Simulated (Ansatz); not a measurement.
`[O]=[W]([OH])([F])([Cl])[Cl]` + H–F → `[O]=[W]([OH])([F])([F])[Cl]` + HCl at 400 K and 1 bar (ligand exchange at a W–Cl bond).

Gas-phase electronic energies from Ansatz, PBE0-D4/def2-TZVP geometries. CCSD(T)/CBS adds triple-zeta CCSD(T) − MP2 to the extrapolated MP2 energy (def2 sets, frozen cores). This one scheme is used for every species. def2 core potentials past Kr. For W outer-core shells are correlated without core-valence functions, which leaves a few kJ/mol of doubt a bond. Each species was taken in one conformer, which may not be the lowest.

```
                       species  CCSD(T)/CBS energy (Eh)  H − E (kJ/mol)  S (J/(mol·K))
`[O]=[W]([OH])([F])([Cl])[Cl]`              -1237.47719            93.5          425.2
                           H–F               -100.39570            36.5          182.2
 `[O]=[W]([OH])([F])([F])[Cl]`               -877.49638            94.5          421.6
                           HCl               -460.38127            29.6          195.4
```

H − E and S are ideal-gas, rigid-rotor, harmonic terms from PBE0-D4/def2-TZVP, for one conformer and one mirror image of each species. 1 Eh = 2625.50 kJ/mol, R = 8.31446 J/(mol·K).

Q: By hand: ΔE, ΔH, ΔS and ΔG.

A: ΔE = (-877.49638) + (-460.38127) − (-1237.47719) − (-100.39570) = -0.00476 Eh = -12.5 kJ/mol. Δ(H − E) = 94.5 + 29.6 − 93.5 − 36.5 = -5.9, so ΔH = -18.4 kJ/mol. ΔS = 421.6 + 195.4 − 425.2 − 182.2 = 9.6 J/(mol·K). ΔG = -18.4 − 400 × (9.6)/1000 = -22.2 kJ/mol.

Q: By hand: the equilibrium constant, and the temperature at which ΔG would vanish if ΔH and ΔS stayed fixed.

A: log₁₀ K = −ΔG/(RT ln 10) = 2.9. ΔH and −TΔS have one sign here, so there is no such temperature.

The number of gas molecules stays the same, so ΔS is small and ΔH decides. A doubt of 5 kJ/mol in ΔE shifts log₁₀ K by 0.7 here. Other conformers and mirror images would add mixing entropy, several J/(mol·K) or more a flexible species. These are equilibria of isolated gas molecules and say nothing of rates. Largest T1 diagnostic: 0.021 (customary marks: 0.02 for closed shells, 0.045 for open ones).

ΔS is within the doubt of such terms, so its sign, and with it that verdict, could turn.
